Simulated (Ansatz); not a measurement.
Cu₄Ag⁺. Total charge 1; singlet. Geometry PBE-D4/def2-SVP, basis def2-TZVP, Ansatz.

```xyz
5

Ag    0.0576    0.9667   -0.3323
Cu   -1.6410    1.3129    1.5421
Cu   -1.1960   -0.8548    0.8651
Cu    1.0788   -1.3220   -0.1049
Cu    1.7007   -0.1028   -1.9700
```

| run | HOMO (eV) | LUMO (eV) |
| --- | --- | --- |
| A | -9.48 | -8.15 |
| B | -10.01 | -7.81 |
| C | -9.42 | -8.26 |
| D | -9.55 | -8.40 |
| E | -11.54 | -5.51 |
| F | -9.97 | -7.42 |

In the def2 sets Ag takes a core potential; there is no spin–orbit coupling. B3LYP takes the VWN-RPA correlation. Another isomer (singlet) lies 0.25 eV lower at PBE0-D4/def2-TZVP; other spin states weren't run for this one.

Question: The runs used B3LYP, PBE, PBE0, r2SCAN, revPBE, ωB97X-V. Estimate which is which.

Answer: A r2SCAN (0 % exact exchange); B B3LYP (20 % exact exchange); C revPBE (0 % exact exchange); D PBE (0 % exact exchange); E ωB97X-V (range-separated); F PBE0 (25 % exact exchange). Exact exchange lowers occupied and raises empty levels; among semilocal functionals meta-GGAs tend to open the gap a little, and such runs are hard to tell apart. The gap grows from 1.15 eV (PBE) to 6.03 eV (ωB97X-V).
